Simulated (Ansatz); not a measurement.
Basis-set series for C$_{2}$H$_{7}$BCl$_{3}$N, SMILES `C[NH+](C)[B-](Cl)(Cl)Cl`. The species carries charge 0 and has multiplicity 1. All single points use the PBE0-D4/def2-TZVP geometry. It is one conformer, not always the lowest.

Z-matrix (Å, degrees):
```
C
N 1 1.479
H 1 1.088 2 108.1
H 1 1.086 2 109.2 3 119.0
H 1 1.090 2 109.4 3 -119.9
C 2 1.479 1 110.1 3 64.5
B 2 1.627 1 113.7 3 -64.4
H 2 1.020 1 108.0 3 -177.8
H 6 1.086 2 109.2 1 176.5
H 6 1.090 2 109.4 1 55.3
H 6 1.088 2 108.1 1 -64.6
Cl 7 1.835 2 106.2 1 -175.4
Cl 7 1.835 2 106.2 1 -57.6
Cl 7 1.827 2 107.6 1 63.5
```

```
functional       basis  functions  energy (Eh)  HOMO (eV)  LUMO (eV)
   PBE0-D4    def2-SVP        145  -1539.60772      -7.63       0.77
   PBE0-D4  def2-TZVPP        348  -1540.24895      -7.88       0.24
   ωB97M-V    def2-SVP        145  -1540.09781      -9.83       2.43
   ωB97M-V  def2-TZVPP        348  -1540.74218     -10.14       1.70
```

(1) Give the rows for def2-QZVPP. (Estimate.)

## Answers

(1) Computed: 
```
functional       basis  functions  energy (Eh)  HOMO (eV)  LUMO (eV)
   PBE0-D4  def2-QZVPP        648  -1540.29809      -7.93      -0.17
   ωB97M-V  def2-QZVPP        648  -1540.78913     -10.20       0.95
```

Positive LUMOs are unbound and depend on the basis.
